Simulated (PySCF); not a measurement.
## Correlation energy of O⁺ (oxygen, charge +1)

[He] 2s1 2p4, high-spin 4P determinant (an excited configuration). Calculation: PySCF 2.14, in x2c-TZVPPall with one added diffuse shell each of s, p, d type (6s4p3d1f, 40 functions); the spin-free X2C one-electron Hamiltonian (Gaussian nucleus). Frozen: nothing; 7 electrons correlated.

```tsv
level	correlation energy (mhartree)
CCSD	-131.82
(T)	-2.12
CCSD(T)	-133.94
```

Diagnostics: T1 = 0.0055, D1 = 0.0137, largest double amplitude 0.057.

Cost of the coupled-cluster step: about 1.2 core-seconds, for 7 correlated electrons.

Iterations:

```
CC2 = 0
CCSD nocc = (np.int64(5), np.int64(2)), nmo = (40, 40)
frozen orbitals [[], []]
max_cycle = 100
direct = 0
conv_tol = 1e-08
conv_tol_normt = 1e-06
diis_space = 8
diis_start_cycle = 0
Init t2, MP2 energy = -0.113485413364769
Init E_corr(UCCSD) = -0.113485413365258
cycle = 1  E_corr(UCCSD) = -0.126266432788251  dE = -0.0127810194  norm(t1,t2) = 0.0335664
cycle = 2  E_corr(UCCSD) = -0.129224873302039  dE = -0.00295844051  norm(t1,t2) = 0.0170342
cycle = 3  E_corr(UCCSD) = -0.131861709645691  dE = -0.00263683634  norm(t1,t2) = 0.0100947
cycle = 4  E_corr(UCCSD) = -0.13176298915311  dE = 9.87204926e-05  norm(t1,t2) = 0.00245536
cycle = 5  E_corr(UCCSD) = -0.131829290301502  dE = -6.63011484e-05  norm(t1,t2) = 0.000823518
cycle = 6  E_corr(UCCSD) = -0.131824624814847  dE = 4.66548665e-06  norm(t1,t2) = 0.000413531
cycle = 7  E_corr(UCCSD) = -0.131822288837231  dE = 2.33597762e-06  norm(t1,t2) = 0.00213333
cycle = 8  E_corr(UCCSD) = -0.131822614772668  dE = -3.25935437e-07  norm(t1,t2) = 0.000155592
cycle = 9  E_corr(UCCSD) = -0.13182479011998  dE = -2.17534731e-06  norm(t1,t2) = 3.27749e-05
cycle = 10  E_corr(UCCSD) = -0.131823884172837  dE = 9.05947143e-07  norm(t1,t2) = 1.07716e-05
cycle = 11  E_corr(UCCSD) = -0.131823529347758  dE = 3.54825079e-07  norm(t1,t2) = 4.58222e-06
cycle = 12  E_corr(UCCSD) = -0.131823687614676  dE = -1.58266918e-07  norm(t1,t2) = 1.67261e-06
cycle = 13  E_corr(UCCSD) = -0.131823760154231  dE = -7.25395548e-08  norm(t1,t2) = 3.48878e-07
cycle = 14  E_corr(UCCSD) = -0.131823764642147  dE = -4.48791548e-09  norm(t1,t2) = 1.31033e-07
UCCSD converged
E(UCCSD) = -74.00855907734547  E_corr = -0.1318237646421466
UCCSD(T) correction = -0.00211939349954331
```

This basis was not built for core-valence correlation, so the inner-shell part is incomplete.
